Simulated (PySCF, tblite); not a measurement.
Q: Give a GFN2-xTB geometry of 2,2-dichloroethanol (`OCC(Cl)Cl`).

A: 
Z-matrix in Å and degrees, rows numbered from 1:
```
O 
C   1  1.3941
C   2  1.5291  1  111.38
Cl  3  1.7710  2  110.52  1   175.18
Cl  3  1.7859  2  109.42  1   -63.91
H   1  0.9667  2  108.89  3    60.34
H   2  1.0989  1  111.89  3  -122.58
H   2  1.0932  1  106.42  3   118.54
H   3  1.0919  2  111.69  1    54.35
```

Of the pairs four or more bonds apart, Cl5···H6 is among the closest relative to their van der Waals radii: 2.63 Å, 89 % of the sum of Bondi's values. O1 (alcohol oxygen) is bent (angle 108.9°).

Structure optimised with GFN2-xTB, isolated species.

Point group: C1 (no symmetry element, even within 0.4 Å). Its GFN2-xTB frequencies are all real (lowest 107 cm⁻¹). One conformer, not necessarily the lowest (H–O1–C2–C3 60°, O1–C2–C3–Cl4 175°).

These are computed values.

***

Give a PBE0-D3(BJ)/def2-SVP geometry of B(H2O)Cl3 (`O->B(Cl)(Cl)Cl`).

Z-matrix in Å and degrees, rows numbered from 1:
```
B 
O   1  1.6553
H   2  0.9739  1  105.31
H   2  0.9739  1  105.38  3  -114.03
Cl  1  1.7900  2  106.25  3  -124.91
Cl  1  1.8253  2  101.84  3   114.15
Cl  1  1.8243  2  101.75  3    -3.90
```

O2 (oxygen bonded to B and 2 H) is pyramidal (angles 108.0°, 105.4° and 105.3°, sum 318.7°, 0.43 Å off the plane of its three neighbours). The 3 B–Cl bonds span 1.790 Å (B1–Cl5) to 1.825 Å (B1–Cl6), a spread of 0.035 Å. B1 (boron bonded to 3 Cl and O) is distorted tetrahedral (angles from 101.7° to 115.3°).

Theory: PBE0-D3(BJ)/def2-SVP geometry optimisation, gas phase in PySCF.

Point group: Cs (tolerance 0.08 Å). Whether it is a minimum is left open (no frequencies).
